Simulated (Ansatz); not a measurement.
C₂H₅NSiZn, SMILES `[SiH3]C1N=[C]1[ZnH]`, relaxed with RKS PBE-D4/def2-SVP in Ansatz from a rough embedded geometry. The force threshold is 0.03 eV/Å; the program also tests the step.

The species carries charge 0 and has multiplicity 1.

Start:

```xyz
10

Si    0.828   -0.895    0.733
C    -0.699    0.121    0.666
N    -0.381    1.412    0.632
C    -0.899    0.847   -0.519
Zn   -1.139    1.794   -2.405
H     0.495   -2.275    0.123
H     1.884   -0.307   -0.103
H     1.263   -1.072    2.064
H    -1.680   -0.116    1.229
H     0.328    0.491   -2.419
```

```csv
step,energy (eV),largest force (eV/Å),largest move (Å)
1,-59907.5683,5.129,0.000
2,-59909.4478,3.387,0.192
3,-59910.6881,1.988,0.194
4,-59911.1607,1.033,0.195
5,-59911.4893,0.628,0.195
6,-59911.6896,0.596,0.195
7,-59911.8241,0.460,0.200
8,-59911.9102,0.219,0.200
9,-59911.9591,0.216,0.200
10,-59911.9973,0.206,0.197
11,-59912.0245,0.154,0.195
12,-59912.0449,0.323,0.198
13,-59912.0556,0.163,0.197
14,-59912.0620,0.177,0.082
15,-59912.0641,0.040,0.022
16,-59912.0644,0.022,0.019
```

End:

```xyz
10

Si    0.828   -1.089    1.079
C    -0.636    0.001    0.609
N    -0.462    1.535    0.627
C    -0.584    0.989   -0.516
Zn   -0.606    1.404   -2.408
H     0.521   -2.535    0.779
H     2.033   -0.670    0.275
H     1.174   -0.986    2.543
H    -1.640   -0.345    0.930
H    -0.627    1.696   -3.918
```

Hardware: 2 threads of an AMD EPYC 7R13 on a shared host. Wall time 37 s, peak host memory 0.2 GiB.
